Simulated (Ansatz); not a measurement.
Reaction (hydrogenolysis of a C–F bond): `FCC[SiH3]` + H₂ → `CC[SiH3]` + H–F

Computed with Ansatz on PBE0-D4/def2-TZVP structures; ΔE is electronic, products minus reactants. CBS: MP2 limit from def2 TZ/QZ plus the TZ coupled-cluster correction, frozen cores. This one scheme is used for every species. Functionals use def2-TZVPP. Each species was taken in one conformer, which may not be the lowest.

```json
{"level": "PBE0-D4", "ΔE (kJ/mol)": "-97.2"}
{"level": "SCS-MP2/def2-TZVPP", "ΔE (kJ/mol)": "-99.7"}
```

(1) What does CCSD(T)/CBS give? (Best estimate.)

Largest T1 diagnostic among the species: 0.011.

Answers

(1) Computed: -101.8 kJ/mol. The listed levels differ from it by 4.6, 2.1 kJ/mol.

From r2SCAN to r2SCAN0 (25 % exact exchange), in def2-TZVPP and without D4, ΔE moves by −7.0 kJ/mol. Leaving LDA and LC-ωPBE aside and taking each functional with its dispersion term where it has one, the values, not all of them listed here, spread over 18.4 kJ/mol, from PBE-QIDH to BLYP-D4. In def2-TZVPP, CCSD(T) changes the Hartree–Fock value by −3.0 kJ/mol (the triples alone add +2.1 kJ/mol) and MP2 by −9.1 kJ/mol.
